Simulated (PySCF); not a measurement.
H2O2Zn. Atoms are numbered in the order given.

```xyz
5

Zn     0.0000     0.0000     0.0144
O      0.0000     1.7670    -0.1179
H      0.0000     2.2305     0.7272
O      0.0000    -1.7670    -0.1179
H      0.0000    -2.2305     0.7272
```
Charge 0, spin multiplicity 1.

Geometry: TPSSh-D3(BJ)/def2-TZVP. The geometry has at least one imaginary mode, so it is a saddle point at that level. The isomer is the one that the SMILES or the coordinates give; other isomers of the formula were not compared. Other conformers were not sampled.

Computed with PBE/def2-TZVPD run with PySCF.

Isolated molecule, no solvent.

Task: Estimate the frontier levels, gap, dipole moment and polarisability. (The exact figures need the calculation; the answer reports its results.)

Result: 
* **highest occupied level**: -6.58 eV
* **lowest empty level**: -2.15 eV
* **orbital gap**: 4.43 eV
* **dipole moment**: 2.46 D
* **quadrupole, principal values (traceless, Buckingham form, about the centre of nuclear charge)**: -5.31, 0.02, 5.29 D·Å
* **mean static polarisability**: 35.9 bohr³ (5.32 Å³)
* **polarisability, principal values**: 29.7, 30.3, 47.7 bohr³
